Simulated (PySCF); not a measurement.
Isomers of C5H9BO2. Method used: PySCF, TDDFT B3LYP/def2-SVPD, vertical, gas phase, core orbitals frozen in the response. Geometries: PBE0-D3(BJ)/def2-SVP; one conformer of each isolated species. Triplets are in the Tamm–Dancoff approximation.

A. `OB(O)[C@H](CC)C#C`
B. `C=CC/C=C\B(O)O`
C. `C#CB(O)OCCC`
D. `C=C[C@H]1CCOBO1`

Lowest singlet levels (six at most, fewer where fewer were computed) with oscillator strengths:

1. 191 nm (f 0.001); 188 nm (f 0.011); 187 nm (f 0.008); 181 nm (f 0.006); 178 nm (f 0.005); 169 nm (f 0.015); T1 5.41 eV
2. 222 nm (f 0.000); 201 nm (f 0.038); 185 nm (f 0.000); 181 nm (f 0.070); 175 nm (f 0.008); 169 nm (f 0.024); T1 4.78 eV
3. 184 nm (f 0.099); 178 nm (f 0.034); 175 nm (f 0.021); 172 nm (f 0.011); 166 nm (f 0.021); 164 nm (f 0.277); T1 4.42 eV
4. 230 nm (f 0.031); 201 nm (f 0.320); 197 nm (f 0.005); 191 nm (f 0.003); 189 nm (f 0.002); 183 nm (f 0.095); T1 3.94 eV

**Question.** Match each spectrum to its molecule.

**Answer.** 1 = A, 2 = C, 3 = D, 4 = B.
- A: S1 at 6.48 eV, HOMO→LUMO (33%), HOMO→LUMO+1 (26%), HOMO-1→LUMO (11%); Löwdin shares by element: HOMO carbon 77% or more, boron 6% (atoms not listed hold the other 17%); LUMO boron 36%, oxygen 23%, hydrogen 8% or more (atoms not listed hold the other 33%); HOMO -7.58 and LUMO -0.17 eV.
- B: S1 at 5.39 eV, HOMO→LUMO (90%); Löwdin shares by element: HOMO carbon 82% or more (atoms not listed hold the other 18%); LUMO carbon 52% or more, boron 14%, oxygen 6% or more (atoms not listed hold the other 28%); HOMO -7.14 and LUMO -0.97 eV.
- C: S1 at 5.58 eV, HOMO→LUMO (85%), HOMO-1→LUMO (12%); Löwdin shares by element: HOMO carbon 81% or more, oxygen 5% or more; LUMO carbon 54% or more, boron 20%, oxygen 9% or more (atoms not listed hold the other 17%); HOMO -7.97 and LUMO -0.77 eV.
- D: S1 at 6.74 eV, HOMO→LUMO (49%), HOMO-1→LUMO (38%); Löwdin shares by element: HOMO carbon 68% or more, oxygen 9% or more (atoms not listed hold the other 23%); LUMO carbon 68% or more, hydrogen 12% or more (atoms not listed hold the other 20%); HOMO -7.65 and LUMO -0.47 eV.
